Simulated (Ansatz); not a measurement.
Relaxation of H$_{7}$SiSn (9 atoms, charge 0, multiplicity 2), to a largest force component of 0.03 eV/Å in at most 50 steps.

Theory: Ansatz, UHF/def2-SVP.

```xyz
9
Properties=species:S:1:pos:R:3
Sn 0.000 0.000 -0.255
H 0.000 0.000 1.479
H 1.611 0.000 -0.825
H -0.805 1.395 -0.825
H -0.805 -1.395 -0.825
Si 0.000 0.000 4.153
H -0.764 -1.190 4.604
H 1.413 -0.067 4.604
H -0.649 1.257 4.604
```

Where does it end, and by what steps?

It converged. The force dipped under the threshold on the way, but the program's further checks kept it going. After 9 steps the energy has fallen by 0.198 eV; H7 moved furthest, 1.16 Å.

```json
{"step": "0", "energy less start (eV)": "0.0000", "largest force component (eV/Å)": "0.546", "accepted": "yes"}
{"step": "1", "energy less start (eV)": "-0.0829", "largest force component (eV/Å)": "0.345", "accepted": "yes"}
{"step": "2", "energy less start (eV)": "-0.1239", "largest force component (eV/Å)": "0.693", "accepted": "yes"}
{"step": "3", "energy less start (eV)": "-0.1710", "largest force component (eV/Å)": "0.182", "accepted": "yes"}
{"step": "4", "energy less start (eV)": "-0.1853", "largest force component (eV/Å)": "0.067", "accepted": "yes"}
{"step": "5", "energy less start (eV)": "-0.1920", "largest force component (eV/Å)": "0.053", "accepted": "yes"}
{"step": "6", "energy less start (eV)": "-0.1956", "largest force component (eV/Å)": "0.024", "accepted": "yes"}
{"step": "7", "energy less start (eV)": "-0.1969", "largest force component (eV/Å)": "0.010", "accepted": "yes"}
{"step": "8", "energy less start (eV)": "-0.1974", "largest force component (eV/Å)": "0.006", "accepted": "yes"}
{"step": "9", "energy less start (eV)": "-0.1976", "largest force component (eV/Å)": "0.005", "accepted": "yes"}
```

```xyz
9
Properties=species:S:1:pos:R:3
Sn 0.001 0.000 -1.181
H 0.000 0.000 0.528
H 1.612 0.000 -1.749
H -0.806 1.396 -1.749
H -0.805 -1.396 -1.749
Si 0.000 0.000 5.312
H -0.762 -1.186 5.768
H 1.408 -0.067 5.767
H -0.646 1.253 5.768
```

Whether the end is a true minimum wasn't checked by a vibrational analysis.

The run took 17 s on 2 threads of Intel(R) Xeon(R) Platinum 8259CL CPU @ 2.50GHz (Skylake/Cascade Lake) (shared host), peak memory 0.2 GiB.
